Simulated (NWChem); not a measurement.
System: BHBrCl; SMILES ClBBr

Input file for NWChem:

```
start job
memory heap 200 mb stack 900 mb global 1100 mb
geometry units angstroms noautosym nocenter noautoz
  B     -0.747053    -0.588948     0.000008
  H     -1.945145    -0.650492     0.002821
  Cl     0.193421    -2.048782    -0.000198
  Br     0.087414     1.113470    -0.000219
end
basis spherical
  B library cc-pvtz
  H library cc-pvtz
  Cl library cc-pvtz
  Br library cc-pvtz
end
dft
  xc b3lyp
  iterations 150
end
property
  efieldgrad
end
task dft property
```

All runs use the structure optimised with PBE0/def2-SVP.

Vzz is the largest principal value of the second derivative of the potential at the nucleus (NWChem prints the opposite sign); η is the asymmetry. Non-relativistic.

Atoms are numbered as in the input.

Give the results of this calculation. (B3LYP/cc-pVTZ.) Quantities: Vzz B1 (a.u.); η B1; Vzz Cl3 (a.u.); η Cl3; Vzz Br4 (a.u.); η Br4.


| Quantity | Result |
|---|---|
| Vzz B1 (a.u.) | 0.396 |
| η B1 | 0.64 |
| Vzz Cl3 (a.u.) | 1.884 |
| η Cl3 | 0.79 |
| Vzz Br4 (a.u.) | 3.856 |
| η Br4 | 0.69 |
